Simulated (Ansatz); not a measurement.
C2H5BrOSi, SMILES `[SiH3]O/C=C\Br`. Charge 0, multiplicity 1. The structure was optimised at the PBE0-D4/def2-TZVP level. It is one conformer, not always the lowest.

```xyz
10

Si    1.503    0.874    0.571
O     0.485   -0.325    0.046
C    -0.852   -0.234   -0.040
C    -1.605   -1.064   -0.748
Br   -0.905   -2.471   -1.760
H     1.719    1.876   -0.503
H     0.897    1.546    1.751
H     2.770    0.202    0.926
H    -1.333    0.562    0.528
H    -2.680   -0.968   -0.770
```

(1) What is the dipole moment at B3LYP/def2-TZVPP? (Estimate.)

(2) And with PBE, r2SCAN, ωB97M-V? (Estimate.)

(3) Give the Mulliken charges with B3LYP, r2SCAN, ωB97M-V in def2-TZVPP. (Best estimate.)

Answers

(1) Ansatz gave: 2.41 D, with components (-0.12, 2.04, 1.27) D in this frame, pointing from negative to positive charge.

(2) The calculation gave: PBE 2.28 D, r2SCAN 2.40 D, ωB97M-V 2.43 D.

(3) Ansatz gave: 
```csv
atom,B3LYP,r2SCAN,ωB97M-V
Si1,0.42,0.44,0.31
O2,-0.32,-0.34,-0.33
C3,0.05,0.07,0.07
C4,-0.15,-0.12,-0.18
Br5,-0.05,-0.06,-0.03
H6,-0.06,-0.07,-0.03
H7,-0.07,-0.07,-0.03
H8,-0.05,-0.06,-0.01
H9,0.11,0.10,0.11
H10,0.12,0.10,0.12
```

B3LYP here is the variant with VWN-RPA as its local correlation; programs differ in this.
